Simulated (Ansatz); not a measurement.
**A family of molecules: the HOMO–LUMO gap**

Gas-phase molecules, one atom swapped for its congeners: C2H3F3 (1,1,2-trifluoroethane) `FCC(F)F`; C2H3ClF2 `FCC(F)Cl`; C2H3BrF2 `FCC(F)Br`; C2H3F2I `FCC(F)I`. All are singlets with charge 0.

Shapes, held fixed at every level: PBE0-D4/def2-TZVP. Flexible molecules stand in one conformer, not always the lowest. Programs: Ansatz 0.2.0. Values in eV.

How should the HOMO–LUMO gap change along the series?

At wB97X-V/def2-TZVPP the HOMO–LUMO gap falls at every step, from 15.76 to 10.96 eV. Every level shows the same order. For atoms past krypton def2 sets carry core potentials with scalar relativity. Relativity is left out for Br. Orbital gaps aren't excitation energies, and the LUMO depends on the basis.

| level | C2H3F3 | C2H3ClF2 | C2H3BrF2 | C2H3F2I |
| --- | --- | --- | --- | --- |
| PBE-D4/def2-TZVPP | 8.18 | 6.79 | 5.75 | 4.41 |
| r2SCAN-D4/def2-TZVPP | 9.08 | 7.45 | 6.31 | 4.89 |
| B3LYP-D4/def2-TZVPP | 10.55 | 8.89 | 7.57 | 6.01 |
| PBE0-D4/def2-TZVPP | 11.11 | 9.45 | 8.12 | 6.51 |
| wB97M-V/def2-TZVPP | 15.25 | 13.89 | 12.50 | 10.70 |
| wB97X-V/def2-TZVPP | 15.76 | 14.26 | 12.80 | 10.96 |
